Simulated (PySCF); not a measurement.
Species: C7H14P (charge +1).
SMILES with atom numbers: `[CH3:1][P@+:2]12[CH2:3][CH2:4][C@H:5]([CH2:6][CH2:7]1)[CH2:8]2` (hydrogens: H9, H10, H11 on C1; H12, H13 on C3; H14, H15 on C4; H16 on C5; H17, H18 on C6; H19, H20 on C7; H21, H22 on C8)

The same species was optimised twice, with GFN2-xTB and with PBE0-D3(BJ)/def2-SVP (PySCF), and the same property calculations (PySCF, gas phase) were run on both structures.

```csv
coordinate,GFN2-xTB,PBE0-D3(BJ)/def2-SVP,change
C1–P2 (Å),1.806,1.790,-0.016
C6–C7 (Å),1.550,1.557,+0.007
C3–C4 (Å),1.550,1.556,+0.006
C5–C8 (Å),1.539,1.544,+0.005
C5–C6 (Å),1.540,1.545,+0.005
C4–C5 (Å),1.540,1.544,+0.004
P2–C7 (Å),1.815,1.813,-0.002
P2–C3 (Å),1.815,1.813,-0.002
P2–C8 (Å),1.813,1.812,-0.001
C3–P2–C7 (°),102.2,102.9,+0.7
C3–P2–C8 (°),95.1,95.7,+0.6
P2–C7–C6 (°),101.5,100.8,-0.7
P2–C3–C4 (°),101.4,100.9,-0.5
C1–P2–C7 (°),118.5,118.0,-0.5
C7–P2–C8 (°),95.0,95.5,+0.5
C1–P2–C8 (°),122.4,122.0,-0.4
C1–P2–C3 (°),118.5,118.1,-0.4
```

Rotational constants: A = 2721, B = 1684, C = 1454 MHz (GFN2-xTB) against A = 2697, B = 1694, C = 1459 MHz (PBE0-D3(BJ)/def2-SVP). Point groups within 0.08 Å: Cs and Cs.

On the GFN2-xTB structure: HOMO (eV) -13.12 [PBE0/pcSseg-1]; LUMO (eV) -3.55 [PBE0/pcSseg-1]; GIAO shielding of C1 (ppm) 181.1 [PBE0/pcSseg-1]; GIAO shielding of P2 (ppm) 279.0 [PBE0/pcSseg-1]; GIAO shielding of C3/C7 (mean) (ppm) 165.3 [PBE0/pcSseg-1]; GIAO shielding of C4/C6 (mean) (ppm) 155.1 [PBE0/pcSseg-1]; GIAO shielding of C5 (ppm) 149.2 [PBE0/pcSseg-1]; GIAO shielding of C8 (ppm) 154.4 [PBE0/pcSseg-1].

What do these properties become on the PBE0-D3(BJ)/def2-SVP structure?

```
                                    property          level  on GFN2-xTB  on PBE0-D3(BJ)/def2-SVP  change
                                   HOMO (eV)  PBE0/pcSseg-1       -13.12                   -13.12    0.00
                                   LUMO (eV)  PBE0/pcSseg-1        -3.55                    -3.51   +0.04
energy, GFN2-xTB geometry as zero (kcal/mol)  PBE0/pcSseg-1          0.0                     -0.2    -0.2
                  GIAO shielding of C1 (ppm)  PBE0/pcSseg-1        181.1                    180.7    -0.4
                  GIAO shielding of P2 (ppm)  PBE0/pcSseg-1        279.0                    278.5    -0.5
        GIAO shielding of C3/C7 (mean) (ppm)  PBE0/pcSseg-1        165.3                    164.4    -0.9
        GIAO shielding of C4/C6 (mean) (ppm)  PBE0/pcSseg-1        155.1                    153.8    -1.3
                  GIAO shielding of C5 (ppm)  PBE0/pcSseg-1        149.2                    148.0    -1.2
                  GIAO shielding of C8 (ppm)  PBE0/pcSseg-1        154.4                    153.0    -1.4
```

The heavy atoms differ by 0.012 Å rms after alignment. Among bonds between heavy atoms C1–P2 changes most (-0.016 Å). Changes are differences of the printed values. Neither structure is proved a minimum here. Geometry: PBE0-D3(BJ)/def2-SVP; no solvent, vibrations or thermal averaging.
